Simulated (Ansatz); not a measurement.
`C[Si](F)(F)I` + CH₄ → `C[Si](C)(F)I` + H–F  (formal exchange of groups at the Si–F bond)

Isolated molecules relaxed with PBE0-D4/def2-TZVP in Ansatz; ΔE leaves out vibrations. CCSD(T)/CBS adds triple-zeta CCSD(T) − MP2 to the extrapolated MP2 energy (def2 sets, frozen cores). This one scheme is used for every species. Functionals use def2-TZVPP. Elements past krypton have def2 core potentials. For I outer-core shells are correlated without core-valence functions, which leaves a few kJ/mol of doubt a bond.

Question: Is it downhill or uphill in electronic energy at CCSD(T)/CBS, and by how much? (An estimate is asked.)

Answer: Computed: Uphill: ΔE = +1.46 eV.

Question: What do these levels give: ωB97X-V, CCSD/def2-TZVPP, CCSD(T)/def2-TZVPP, HF/def2-QZVPP, HF/CBS(def2), MP2/CBS(def2)? (Estimate.)

Answer: Ansatz gave: ωB97X-V 1.51, CCSD/def2-TZVPP 1.51, CCSD(T)/def2-TZVPP 1.48, HF/def2-QZVPP 1.74, HF/CBS(def2) 1.74, MP2/CBS(def2) 1.44 eV.

Largest T1 diagnostic among the species: 0.010.

In def2-TZVPP, CCSD(T) changes the Hartree–Fock value by −0.23 eV (the triples alone add −0.03 eV) and MP2 by −0.25 eV. The D4 term adds −0.07 eV with B3LYP and −0.04 eV with PBE0; it sums over pairs of atoms, weighted by their polarisabilities, and B3LYP, whose exchange is more repulsive, gets the larger term.

B3LYP here is the variant with VWN-RPA as its local correlation; programs differ in this.
